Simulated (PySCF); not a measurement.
# Magnetisability: `InChI=1S/C4H5BrO/c1-3-4(5)2-6-3/h2-3H,1H3/t3-/m0/s1`

Molfile (atoms numbered from 1):
```
C4H5BrO
     RDKit          3D

 11 11  0  0  0  0  0  0  0  0999 V2000
   -1.4124   -0.2041    0.3605 C   0  0  0  0  0  0  0  0  0  0  0  0
   -0.1719   -0.2550   -0.5007 C   0  0  2  0  0  0  0  0  0  0  0  0
    0.7940   -1.2583   -0.0820 O   0  0  0  0  0  0  0  0  0  0  0  0
    1.7125   -0.2545    0.1376 C   0  0  0  0  0  0  0  0  0  0  0  0
    0.9160    0.7545   -0.2265 C   0  0  0  0  0  0  0  0  0  0  0  0
    1.0121    2.6126   -0.3500 Br  0  0  0  0  0  0  0  0  0  0  0  0
   -1.1351   -0.1288    1.4094 H   0  0  0  0  0  0  0  0  0  0  0  0
   -2.0025   -1.1051    0.2155 H   0  0  0  0  0  0  0  0  0  0  0  0
   -2.0059    0.6640    0.0843 H   0  0  0  0  0  0  0  0  0  0  0  0
   -0.4126   -0.3917   -1.5574 H   0  0  0  0  0  0  0  0  0  0  0  0
    2.7111   -0.4309    0.4832 H   0  0  0  0  0  0  0  0  0  0  0  0
  1  2  1  0
  2  3  1  0
  3  4  1  0
  4  5  2  0
  5  6  1  0
  5  2  1  0
  1  7  1  0
  1  8  1  0
  1  9  1  0
  2 10  1  6
  4 11  1  0
M  END
```

The calculation used GIAO PBE0/pcSseg-1 magnetisability, rotational g tensor and spin-rotation constants, non-relativistic, gas phase (PySCF). Geometry: GFN2-xTB.

The calculation is non-relativistic, which matters for the atoms heavier than Zn.

**Question.** How diamagnetic is it, and how anisotropic?

**Answer.** Isotropic -1168 × 10⁻³⁰ J/T², or -70.4 × 10⁻⁶ cm³/mol; principal values -1215, -1188, -1103 × 10⁻³⁰ J/T², anisotropy 101 × 10⁻³⁰ J/T² (root of half the summed squared differences of the principal values). The susceptibility is in cgs units.

**Question.** Split it along the inertial axes a, b, c into diamagnetic and paramagnetic parts about the centre of mass, with the quadrupole moment.

**Answer.** 
| axis | χ (10⁻⁶ cm³/mol) | diamagnetic (10⁻⁶ cm³/mol) | paramagnetic (10⁻⁶ cm³/mol) | summed x² of all electrons (Å²) | quadrupole Θ (D Å) |
| --- | --- | --- | --- | --- | --- |
| a | -72.5 | -333.3 | 260.9 | 194.7 | -4.76 |
| b | -68.3 | -899.0 | 830.7 | 61.4 | +5.43 |
| c | -70.3 | -1086.4 | 1016.1 | 17.2 | -0.68 |

Anisotropies 2χaa − χbb − χcc = -6.3 and 2χbb − χaa − χcc = +6.1 × 10⁻⁶ cm³/mol. Θ is traceless in Buckingham's convention.

**Question.** And the rotational g tensor?

**Answer.** 
| axis | rotational constant (GHz) | g | nuclear part | electronic part |
| --- | --- | --- | --- | --- |
| a | 5.2363 | -0.0213 | 0.6204 | -0.6417 |
| b | 1.3418 | -0.0118 | 0.5118 | -0.5237 |
| c | 1.1138 | -0.0069 | 0.5248 | -0.5317 |

Asymmetric top; isotopes 79Br, 12C, 1H, 16O; no vibrational averaging.
